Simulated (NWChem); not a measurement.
All runs are NWChem calculations. System: H₄ClInS, charge 0, spin multiplicity 1, at a geometry optimised with B3LYP/def2-SVP with def2 effective core potentials on In. The structure started from a generated list of species. Level: PBE/def2-TZVP with def2 effective core potentials on In.

Output (cleaned and shortened):

```
             Northwest Computational Chemistry Package (NWChem) 7.3.0
             --------------------------------------------------------

                                NWChem Input Module
                                -------------------

 Scaling coordinates for geometry "geometry" by  1.889725989
 (inverse scale =  0.529177249)

                             Geometry "geometry" -> ""
                             -------------------------

 Output coordinates in angstroms (scale by  1.889725989 to convert to a.u.)

  No.       Tag          Charge          X              Y              Z
 ---- ---------------- ---------- -------------- -------------- --------------
    1 In                  49.0000     0.78020100     0.06092900    -0.17929500
    2 H                    1.0000     1.69439400    -1.15984500     0.62180700
    3 H                    1.0000     1.10344100     1.69082600    -0.64284000
    4 Cl                  17.0000    -1.07906200    -0.87757700    -1.43017900
    5 S                   16.0000    -1.19629800     0.60470300     1.91688100
    6 H                    1.0000    -1.56209800     1.80431400     1.40690900
    7 H                    1.0000    -1.98078800    -0.07726600     1.04251000

 Effective nuclear repulsion energy (a.u.)     437.6151805638

            Nuclear Dipole moment (a.u.)
            ----------------------------
        X                 Y               Z
 ---------------- ---------------- ----------------
    -0.0000453534    -0.0000207870    -0.0000302356


 Summary of "ao basis" -> "" (spherical)
 ------------------------------------------------------------------------------
       Tag                 Description            Shells   Functions and Types
 ---------------- ------------------------------  ------  ---------------------
 *                         def2-tzvp                  on all atoms

 Summary of "ao basis" -> "ao basis" (spherical)
 ------------------------------------------------------------------------------
       Tag                 Description            Shells   Functions and Types
 ---------------- ------------------------------  ------  ---------------------
 In                        def2-tzvp                16       50   6s5p3d2f
 H                         def2-tzvp                 4        6   3s1p
 Cl                        def2-tzvp                13       37   5s5p2d1f
 S                         def2-tzvp                13       37   5s5p2d1f
[...]
    68     -0.125837  4 Cl px                81      0.123264  4 Cl py

 Vector   28  Occ=2.000000D+00  E=-2.499646D-01
              MO Center= -1.0D+00, -6.4D-01, -9.4D-01, r^2= 3.0D+00
   Bfn.  Coefficient  Atom+Function         Bfn.  Coefficient  Atom+Function
  ----- ------------  ---------------      ----- ------------  ---------------
    79      0.376334  4 Cl pz                77     -0.290321  4 Cl px
    82      0.263406  4 Cl pz                80     -0.207467  4 Cl px
   116      0.185822  5 S  pz                76      0.180357  4 Cl pz
    70     -0.148764  4 Cl pz                74     -0.138823  4 Cl px
   119      0.130132  5 S  pz                68      0.114635  4 Cl px

 Vector   29  Occ=2.000000D+00  E=-2.402049D-01
              MO Center= -5.4D-01, -6.2D-01, -1.1D+00, r^2= 3.2D+00
   Bfn.  Coefficient  Atom+Function         Bfn.  Coefficient  Atom+Function
  ----- ------------  ---------------      ----- ------------  ---------------
    78      0.423359  4 Cl py                81      0.303192  4 Cl py
    75      0.205099  4 Cl py                79     -0.187564  4 Cl pz
    69     -0.167836  4 Cl py                59     -0.133483  3 H  s
    82     -0.133763  4 Cl pz                53      0.131455  2 H  s
    52      0.119219  2 H  s                 58     -0.118825  3 H  s

 Vector   30  Occ=0.000000D+00  E=-6.374270D-02
              MO Center= -4.1D-02,  3.8D-01,  6.1D-01, r^2= 6.5D+00
   Bfn.  Coefficient  Atom+Function         Bfn.  Coefficient  Atom+Function
  ----- ------------  ---------------      ----- ------------  ---------------
   139      0.511379  6 H  s                145     -0.445866  7 H  s
   118     -0.438711  5 S  py                18      0.372327  1 In pz
   117     -0.288198  5 S  px                19     -0.253540  1 In px
   104     -0.248931  5 S  s                 16     -0.226179  1 In px
    21      0.224684  1 In pz                15      0.197793  1 In pz

 Vector   31  Occ=0.000000D+00  E=-5.052381D-02
              MO Center= -2.1D-01,  3.9D-01,  7.6D-01, r^2= 6.5D+00
   Bfn.  Coefficient  Atom+Function         Bfn.  Coefficient  Atom+Function
  ----- ------------  ---------------      ----- ------------  ---------------
   118      0.629971  5 S  py               139     -0.632921  6 H  s
   145      0.526785  7 H  s                 21      0.289438  1 In pz
    18      0.283864  1 In pz               115      0.238927  5 S  py
   138     -0.215137  6 H  s                 15      0.198179  1 In pz
   144      0.193447  7 H  s                 12     -0.171114  1 In pz

 Vector   32  Occ=0.000000D+00  E=-4.545934D-02
              MO Center=  3.0D-01,  2.3D-01,  9.3D-02, r^2= 6.1D+00
   Bfn.  Coefficient  Atom+Function         Bfn.  Coefficient  Atom+Function
  ----- ------------  ---------------      ----- ------------  ---------------
     6      0.799269  1 In s                  5      0.721415  1 In s
    59     -0.564600  3 H  s                 53     -0.522456  2 H  s
     2      0.512718  1 In s                139     -0.483907  6 H  s
     1     -0.377460  1 In s                  3     -0.318573  1 In s
   118      0.319833  5 S  py               117     -0.252138  5 S  px

 center of mass
 --------------
 x =   0.13130879 y =  -0.02112169 z =  -0.06993999

 moments of inertia (a.u.)
 ------------------
         867.375537406109         -45.728468470541         138.899989193110
         -45.728468470541        1294.131232665543        -286.656934413464
         138.899989193110        -286.656934413464         759.217938484513

     Multipole analysis of the density
     ---------------------------------

     L   x y z        total         alpha         beta         nuclear
     -   - - -        -----         -----         ----         -------
     0   0 0 0     -0.000000    -29.000000    -29.000000     58.000000

     1   1 0 0      0.049751     20.666023     20.666023    -41.282296
     1   0 1 0      0.807906      2.015911      2.015911     -3.223916
     1   0 0 1      1.033090     -4.226898     -4.226898      9.486886

     2   2 0 0    -37.340844   -136.386350   -136.386350    235.431857
     2   1 1 0     -2.076316     -5.961118     -5.961118      9.845920
     2   1 0 1     -3.513540     29.153244     29.153244    -61.820028
     2   0 2 0    -38.872346    -66.728968    -66.728968     94.585589
     2   0 1 1      0.435295    -71.745158    -71.745158    143.925610
     2   0 0 2    -40.489319   -195.412712   -195.412712    350.336106

 Task  times  cpu:       24.8s     wall:       24.8s

 Total times  cpu:       24.8s     wall:       24.8s
```

### Question
Write an NWChem input that would produce this output.

### Answer
One answer among several that fit: 
```
start mol
memory heap 200 mb stack 800 mb global 1000 mb
geometry units angstroms nocenter noautoz noautosym
  In     0.780201     0.060929    -0.179295
  H      1.694394    -1.159845     0.621807
  H      1.103441     1.690826    -0.642840
  Cl    -1.079062    -0.877577    -1.430179
  S     -1.196298     0.604703     1.916881
  H     -1.562098     1.804314     1.406909
  H     -1.980788    -0.077266     1.042510
end
basis spherical
  * library def2-tzvp
end
ecp
  In library def2-ecp
end
dft
  xc xpbe96 cpbe96
  semidirect memsize 60000000 filesize 0
  iterations 100
end
task dft energy
```
